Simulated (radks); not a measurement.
Fractional charge and spin in the 6s shell of thulium: the spin-up occupation runs from 0 to 1 and the spin-down occupation from 0 to 1; the fullest corner is Tm, [Xe] 4f(up 6.5, down 6.5) 6s(up 1, down 1). Method: scalar-relativistic Kohn-Sham, BLYP, spin-polarised, spherical densities, point nucleus; computed with a radial shooting solver on a logarithmic mesh with Libxc functionals. Energy (eV) minus the two flat planes that join the four corners (they meet along the diagonal where the two added fractions sum to one electron); zero is where a piecewise linear energy would lie.

down \ up,0,0.25,0.5,0.75,1
0,0.000,-0.553,-0.733,-0.547,0.000
0.25,-0.553,-0.702,-0.481,0.099,-0.491
0.5,-0.733,-0.481,0.132,-0.428,-0.648
0.75,-0.547,0.099,-0.428,-0.618,-0.480
1,0.000,-0.491,-0.648,-0.480,0.000

Corners above the fullest one (they belong to Tm+ and the next ion): (up 1, down 0) 6.294 eV, (up 0, down 1) 6.294 eV, (up 0, down 0) 18.674 eV. With half an added electron in each spin the energy lies 0.132 eV from the planes, and with half an added electron in spin up alone -0.733 eV. The planes are only a guide here: the flat-plane condition holds for ground states with one frontier orbital, while this shell lies below other occupied shells, so the corners above the fullest one are inner-hole states and not the ground states of those ions.
